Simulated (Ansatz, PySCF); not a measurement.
Isomers of CH6Si3. All species are isolated molecules in the gas phase. Strings in code marks are SMILES.

Quantity: electronic energy of isomers of CH6Si3 relative to `C1=[SiH][SiH2][SiH2]1`, in eV. The restricted reference of `C1[SiH]=[SiH][SiH2]1`, `C1=[SiH][SiH2][SiH2]1`, `[SiH2]=C=[SiH][SiH3]`, `C=[Si]1[SiH2][SiH2]1`, `C[SiH]1[SiH]=[SiH]1`, `C[Si]1=[SiH][SiH2]1` and `[SiH2]=C1[SiH2][SiH2]1` is unstable towards unrestricted orbitals.

Level 1: frozen-core CCSDT(Q)/6-31g // PBE0-D3(BJ)/def2-TZVP (Ansatz, a program for electronic structure)
Level 2: PBE-D3(BJ)/def2-TZVP // PBE0-D3(BJ)/def2-TZVP (PySCF)
Level 3: PBE/6-31G* // PBE0-D3(BJ)/def2-TZVP (PySCF)
Level 4: HF/STO-3G // PBE0-D3(BJ)/def2-TZVP (PySCF)

| species | level 1 | level 2 | level 3 | level 4 |
|---|---|---|---|---|
| `C[Si]1=[SiH][SiH2]1` | 0.274 | 0.334 | 0.299 | 1.95 |
| `[SiH2]=C=[SiH][SiH3]` | 1.38 | 1.79 | 1.72 | 2.83 |
| `C1[SiH]=[SiH][SiH2]1` | -0.160 | -0.025 | -0.026 | 0.56 |
| `C[SiH]1[SiH]=[SiH]1` | 0.214 | 0.351 | 0.326 | 1.96 |
| `[SiH2]=C1[SiH2][SiH2]1` | 1.18 | 1.08 | 1.14 | 1.86 |
| `C=[Si]1[SiH2][SiH2]1` | 0.58 | 0.94 | 0.89 | 1.79 |
